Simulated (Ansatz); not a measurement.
Two isomers of CH8O4Si2: A = `CO[SiH](O)O[SiH2]O`, B = `CO[SiH](O)[SiH](O)O`.

Program: Ansatz. Geometries: PBE0-D4/def2-TZVP. ΔE: electronic, gas phase. CBS: MP2 limit from def2 TZ/QZ plus the TZ coupled-cluster correction, frozen cores. DFT in def2-TZVPP. B3LYP here is the variant with VWN-RPA as its local correlation; programs differ in this. One conformer a species, not always the lowest.

A:

Z-matrix (Å, degrees):
```
C
O 1 1.415
H 1 1.095 2 111.1
H 1 1.093 2 111.0 3 -121.5
H 1 1.091 2 108.2 3 119.0
Si 2 1.638 1 123.7 3 63.7
O 6 1.618 2 106.1 1 172.6
O 6 1.633 2 106.4 1 51.7
H 6 1.478 2 112.0 1 -68.5
Si 7 1.647 6 136.4 2 -7.8
H 8 0.958 6 118.8 2 -169.4
O 10 1.634 7 110.1 6 30.8
H 10 1.485 7 107.5 6 -91.3
H 10 1.478 7 108.8 6 148.7
H 12 0.964 10 114.1 7 -34.3
```

B:

```xyz
15

C     2.152   -0.816    0.861
O     1.315   -1.152   -0.223
Si   -0.319   -0.973   -0.181
O    -0.961   -1.784   -1.457
Si   -0.973    1.260   -0.478
O    -2.578    1.518   -0.186
O    -0.104    2.073    0.659
H     2.168    0.265    1.032
H     3.164   -1.150    0.626
H     1.828   -1.309    1.785
H    -0.794   -1.541    1.120
H    -0.797   -2.727   -1.513
H    -0.681    1.775   -1.852
H    -3.158    1.549   -0.947
H    -0.263    3.013    0.755
```

Which is lower in electronic energy at CCSD(T)/CBS, and by how much? (Estimate.)

Ansatz gave: A, by 41.2 kcal/mol.

Give E(B) − E(A) in kcal/mol with HF/def2-TZVPP, ωB97M-V, B3LYP, r2SCAN-D4, B3LYP-D4, PBE0-D4, CCSD/def2-TZVPP. (Estimate.)

The calculation gave: HF/def2-TZVPP 46.2, ωB97M-V 41.7, B3LYP 39.5, r2SCAN-D4 40.2, B3LYP-D4 39.9, PBE0-D4 36.8, CCSD/def2-TZVPP 42.2. None reverses the order clearly.

Largest T1 diagnostic: 0.012.

In def2-TZVPP, CCSD(T) changes the Hartree–Fock value by −4.7 kcal/mol (the triples alone add −0.6 kcal/mol) and MP2 by −3.3 kcal/mol. From PBE to PBE0 (25 % exact exchange), in def2-TZVPP and without D4, E(B) − E(A) moves by +3.0 kcal/mol.
